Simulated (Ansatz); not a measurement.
Cartesian coordinates (Å):
```xyz
4

In     0.0000     0.0000     0.0000
H     -1.5164    -0.8321    -0.0527
H      0.0373     1.7300     0.0251
H      1.4790    -0.8979     0.0276
```
Charge 0, multiplicity 1.

These are Ansatz (a first-principles code) with frozen-core CCSD(T)/def2-TZVPP // B3LYP-D3(BJ)/def2-TZVP values and carry that method's errors.

```yaml
HF energy: -190.91399 Ha
MP2 correlation energy: -0.30404 Ha
```

Task: Estimate the CCSD correlation energy, the (T) correction, the total energy and the T1 diagnostic.

Result: 
```yaml
CCSD correlation energy: -0.31741 Ha
"(T) correction": -0.00737 Ha
CCSD(T) total energy: -191.23877 Ha
T1 diagnostic: 0.014
```
